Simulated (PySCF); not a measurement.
Species: C3H7NSi.
SMILES: `[SiH3]C[C@H]1C=N1`

Method used: PySCF 2.14.0, density-fitted response routines, TDDFT PBE0/def2-SVPD, vertical, gas phase, core orbitals frozen in the response. One conformer (not necessarily the lowest) at the GFN2-xTB geometry, without solvent, vibrations or thermal averaging. Torsions of this conformer, `[SiH3:1][CH2:2][C@H:3]1[CH:4]=[N:5]1`: Si1–C2–C3–C4 -34°.

Computed states:

```json
{"state": "S1", "E (eV)": "4.85", "f": "0.0003"}
{"state": "S2", "E (eV)": "6.44", "f": "0.011"}
{"state": "S3", "E (eV)": "7.14", "f": "0.011"}
{"state": "S4", "E (eV)": "7.30", "f": "0.0007"}
{"state": "S5", "E (eV)": "7.64", "f": "0.0094"}
{"state": "S6", "E (eV)": "7.66", "f": "0.011"}
```

Broadening: Gaussians 0.4 eV wide at half height, area fixed by f = 4.319×10⁻⁹ ∫ε dν̃. The width is an assumption, not a result. The curve ends short of the highest state used, and states not computed would add to its high-energy end.

Question: Give the broadened spectrum and its maxima.

Answer: 
```json
{"E (eV)": "4.25", "ε (L mol⁻¹ cm⁻¹)": "0"}
{"E (eV)": "4.37", "ε (L mol⁻¹ cm⁻¹)": "0"}
{"E (eV)": "4.49", "ε (L mol⁻¹ cm⁻¹)": "2"}
{"E (eV)": "4.61", "ε (L mol⁻¹ cm⁻¹)": "7"}
{"E (eV)": "4.74", "ε (L mol⁻¹ cm⁻¹)": "16"}
{"E (eV)": "4.86", "ε (L mol⁻¹ cm⁻¹)": "19"}
{"E (eV)": "4.98", "ε (L mol⁻¹ cm⁻¹)": "14"}
{"E (eV)": "5.10", "ε (L mol⁻¹ cm⁻¹)": "6"}
{"E (eV)": "5.22", "ε (L mol⁻¹ cm⁻¹)": "2"}
{"E (eV)": "5.35", "ε (L mol⁻¹ cm⁻¹)": "0"}
{"E (eV)": "5.47", "ε (L mol⁻¹ cm⁻¹)": "0"}
{"E (eV)": "5.59", "ε (L mol⁻¹ cm⁻¹)": "0"}
{"E (eV)": "5.71", "ε (L mol⁻¹ cm⁻¹)": "0"}
{"E (eV)": "5.84", "ε (L mol⁻¹ cm⁻¹)": "1"}
{"E (eV)": "5.96", "ε (L mol⁻¹ cm⁻¹)": "13"}
{"E (eV)": "6.08", "ε (L mol⁻¹ cm⁻¹)": "73"}
{"E (eV)": "6.20", "ε (L mol⁻¹ cm⁻¹)": "260"}
{"E (eV)": "6.32", "ε (L mol⁻¹ cm⁻¹)": "557"}
{"E (eV)": "6.45", "ε (L mol⁻¹ cm⁻¹)": "726"}
{"E (eV)": "6.57", "ε (L mol⁻¹ cm⁻¹)": "553"}
{"E (eV)": "6.69", "ε (L mol⁻¹ cm⁻¹)": "277"}
{"E (eV)": "6.81", "ε (L mol⁻¹ cm⁻¹)": "191"}
{"E (eV)": "6.94", "ε (L mol⁻¹ cm⁻¹)": "407"}
{"E (eV)": "7.06", "ε (L mol⁻¹ cm⁻¹)": "718"}
```

Maxima: 256 nm (4.85 eV), ε about 20, made up of S1 (100%); 192 nm (6.44 eV), ε about 730, made up of S2 (100%) (ε in L mol⁻¹ cm⁻¹; maxima over ε = 5, shares over 10%). At its high-energy end, 7.06 eV, the curve is still rising (ε about 720, from S3).

Question: Coming from long wavelengths, where does ε first pass 100 L mol⁻¹ cm⁻¹?

Answer: At about 203 nm (6.11 eV), 1.26 eV above S1.

Question: On this curve, what absorbance would a 10⁻⁵ mol/L sample give at 254 nm over a 1 cm path?

Answer: 254 nm is 4.881 eV, where ε is about 19 L mol⁻¹ cm⁻¹, so A = ε c l ≈ 0.00019 (Beer–Lambert, with the gas-phase spectrum and the assumed width).

Question: What would ε be at 6.44 eV, the highest of these maxima, with half the width (0.2 eV)?

Answer: About 1450 L mol⁻¹ cm⁻¹ against 726, a factor of about 2.00; a lone state at its own centre would give exactly 2.
